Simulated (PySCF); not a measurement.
**Working out the excitation energy of Sb**

Sb [Kr] 4d10 5s2 5p3 (4S) → Sb [Kr] 4d10 5s2 5p2 5d1 (high-spin determinant). All numbers are calculated (PySCF 2.14, a scalar-relativistic core potential, in aug-cc-pVTZ-PP with ECP28MDF (6s5p4d2f, 55 functions)). Frozen: 4s2 4p6 4d10. Energies in hartree (1 hartree = 27.21139 eV):

```json
{"part": "UHF", "Sb (lower)": "-239.277766", "Sb (upper)": "-239.005816"}
{"part": "CCSD correlation", "Sb (lower)": "-0.073804", "Sb (upper)": "-0.085366"}
{"part": "(T)", "Sb (lower)": "-0.002606", "Sb (upper)": "-0.015101"}
```

**Question.** What does Hartree-Fock give?

**Answer.** (-239.005816) − (-239.277766) = 0.271950 hartree = 7.400 eV.

**Question.** What do CCSD and CCSD(T) give?

**Answer.** The CCSD correlation energies differ by -0.011562 hartree = -0.315 eV and the triples by -0.012495 hartree = -0.340 eV, so CCSD gives 7.085 eV and CCSD(T) 6.745 eV.

One determinant mixes LS terms, so it does not stand for a single term.

The coupled-cluster amplitudes are large, so a single reference is strained.
